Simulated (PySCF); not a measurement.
B(H)(Me)(SH), SMILES CBS (B3LYP/def2-SVP optimised geometry):

```
8

B      0.353    -0.227     0.000
H      1.559    -0.227     0.000
C     -0.464    -1.565     0.000
H     -0.174    -2.172     0.878
H     -0.176    -2.170    -0.879
H     -1.559    -1.452     0.001
S     -0.502     1.350     0.000
H      0.574     2.172     0.000
```

Level of theory: B3LYP/def2-TZVP (PySCF).

Problem. What are the frontier orbital energies and the dipole moment?

Solution. HOMO-2 -9.39 eV, HOMO-1 -8.58 eV, HOMO -7.83 eV, LUMO -0.98 eV, LUMO+1 0.18 eV; dipole moment 0.54 D.

On the same geometry PySCF with PBE/def2-TZVP gives HOMO-2 -8.22 eV, HOMO-1 -7.45 eV, HOMO -6.92 eV, LUMO -1.75 eV, LUMO+1 -0.45 eV; dipole moment 0.47 D.

Meta-Löwdin charges at B3LYP/def2-TZVP: B1 -0.02, H2 0.01, C3 -0.44, H4 0.13, H5 0.13, H6 0.11, S7 -0.02, H8 0.10.
